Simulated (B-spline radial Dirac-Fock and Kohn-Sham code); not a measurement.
These are calculated numbers from a radial B-spline solver; the model is the independent-particle Dirac-Slater model, thresholds from Dirac-Fock. Kinetic energies are from the vacuum level. Open shells are spread statistically over j, without multiplet splitting. Without correlation, outer binding energies are uncertain by a few eV, most for open f shells.

**Question.** A free atom or ion in its tabulated ground configuration is ionised with 541 eV photons and gives these photoelectron lines. Identify it and assign the lines.

```csv
kinetic energy (eV),relative cross section
74.20,28.8
163.4,50.6
167.0,100.0
466.2,4.7
490.8,4.3
491.2,8.4
```

**Answer.** Ca²⁺, [Ne] 3s2 3p6. Binding energies are hν less the kinetic energy: 2s 466.8 eV, 2p1/2 377.6 eV, 2p3/2 374.0 eV, 3s 74.82 eV, 3p1/2 50.16 eV, 3p3/2 49.78 eV.

**Question.** A free atom or ion in its tabulated ground configuration is ionised with 1090 eV photons and gives these photoelectron lines. Identify it and assign the lines.

```
kinetic energy (eV)  relative cross section
              511.5                    18.0
              609.1                    19.1
              667.4                    50.5
              827.9                    67.9
              838.6                   100.0
              984.7                     3.7
             1015.3                     3.3
             1023.4                     7.6
             1038.1                    55.7
             1039.7                    71.1
             1057.7                    0.52
             1058.2                    0.75
```

**Answer.** Hf³⁺, [Xe] 4f14 5d1. Binding energies are hν less the kinetic energy: 4s 578.5 eV, 4p1/2 480.9 eV, 4p3/2 422.6 eV, 4d3/2 262.1 eV, 4d5/2 251.4 eV, 5s 105.3 eV, 5p1/2 74.67 eV, 5p3/2 66.64 eV, 4f5/2 51.94 eV, 4f7/2 50.29 eV, 5d3/2 32.27 eV, 5d5/2 31.77 eV.

**Question.** A free atom or ion in its tabulated ground configuration is ionised with Al Kα (taken as 1486.9 eV) photons and gives these photoelectron lines. Identify it and assign the lines.

```csv
kinetic energy (eV),relative cross section
941.3,100.0
1455.1,4.7
1472.3,0.22
1472.3,0.43
```

**Answer.** O, [He] 2s2 2p4. Binding energies are hν less the kinetic energy: 1s 545.6 eV, 2s 31.79 eV, 2p1/2 14.60 eV, 2p3/2 14.56 eV.

**Question.** A free atom or ion in its tabulated ground configuration is ionised with 6000 eV photons and gives these photoelectron lines. Identify it and assign the lines.

```
kinetic energy (eV)  relative cross section
              780.7                   100.0
             4943.6                     7.8
             4991.9                    0.55
             4997.7                     1.0
```

**Answer.** Sc¹⁵⁺, [He] 2s2 2p2. Binding energies are hν less the kinetic energy: 1s 5219.3 eV, 2s 1056.4 eV, 2p1/2 1008.1 eV, 2p3/2 1002.3 eV.

**Question.** A free atom or ion in its tabulated ground configuration is ionised with 1040 eV photons and gives these photoelectron lines. Identify it and assign the lines.

```
kinetic energy (eV)  relative cross section
              419.6                    17.6
              517.4                    18.5
              576.1                    49.7
              737.4                    67.6
              748.1                   100.0
              900.4                     3.9
              932.7                     3.5
              941.7                     8.4
              947.8                    57.9
              949.8                    74.1
```

**Answer.** Hf⁵⁺, [Xe] 4f13. Binding energies are hν less the kinetic energy: 4s 620.4 eV, 4p1/2 522.6 eV, 4p3/2 463.9 eV, 4d3/2 302.6 eV, 4d5/2 291.9 eV, 5s 139.6 eV, 5p1/2 107.3 eV, 5p3/2 98.27 eV, 4f5/2 92.15 eV, 4f7/2 90.18 eV.
